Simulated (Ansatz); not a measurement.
Consider the silylene formation by 1,1-elimination: `B[SiH2][GeH2][SiH3]` → `[BH2][GeH2][SiH3]` + `[SiH2]`.

Isolated molecules relaxed with PBE0-D4/def2-TZVP in Ansatz; ΔE leaves out vibrations. CCSD(T)/CBS adds triple-zeta CCSD(T) − MP2 to the extrapolated MP2 energy (def2 sets, frozen cores). This one scheme is used for every species. Functionals use def2-TZVPP. For Ge outer-core shells are correlated without core-valence functions, which leaves a few kJ/mol of doubt a bond. Scalar relativity is left out up to krypton. One conformer a species, not always the lowest.

```tsv
level	ΔE (kcal/mol)
PBE-D4	63.7
revPBE-D4	62.2
B97M-V	60.1
BHLYP-D4	61.0
BLYP	53.1
r2SCANh	65.3
RPA@PBE/def2-TZVPP	53.4
CCSD/def2-TZVPP	56.7
```

(1) What does CCSD(T)/CBS give? (Best estimate.)

Largest T1 diagnostic among the species: 0.014.

Answers

(1) The calculation gave: +59.7 kcal/mol. The listed levels differ from it by 4.0, 2.5, 0.4, 1.3, -6.6, 5.6, -6.3, -3.0 kcal/mol.

The D4 term adds +3.6 kcal/mol with B3LYP and +2.1 kcal/mol with PBE0; it sums over pairs of atoms, weighted by their polarisabilities, and B3LYP, whose exchange is more repulsive, gets the larger term. From PBE to PBE0 (25 % exact exchange), in def2-TZVPP and without D4, ΔE moves by +1.4 kcal/mol.

CCSD(T)/CBS has its own doubt, a few kJ/mol and more with outer-core shells, so smaller differences from it don't rank the levels.

B3LYP here is the variant with VWN-RPA as its local correlation; programs differ in this.
